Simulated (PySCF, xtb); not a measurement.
C3H10OSi2, SMILES C[SiH2][SiH2]C(=O)C. Other conformers were not sampled.

Harmonic wavenumbers (cm⁻¹) from GFN2-xTB (xtb 6.7.1) at its own minimum, in rising order: 15, 18, 70, 125, 131, 142, 224, 349, 384, 425, 441, 464, 556, 578, 624, 638, 687, 744, 794, 804, 825, 830, 948, 964, 1133, 1358, 1373, 1452, 1457, 1490, 1492, 1718, 2160, 2171, 2216, 2235, 3016, 3022, 3032, 3034, 3037, 3042.

Task: What does ωB97X-D3(BJ)/def2-SVP (PySCF) give at its own minimum? (The exact figures need the calculation; the answer reports its results.)

Result: 27, 69, 77, 114, 162, 166, 259, 305, 386, 428, 464, 515, 615, 634, 677, 707, 707, 779, 891, 895, 942, 946, 965, 996, 1178, 1286, 1374, 1438, 1446, 1449, 1450, 1814, 2224, 2225, 2247, 2252, 3060, 3069, 3154, 3171, 3172, 3188. Paired by order, the mean absolute difference is 52 cm⁻¹ and the zero-point energies are 71.8 and 74.2 kcal/mol.
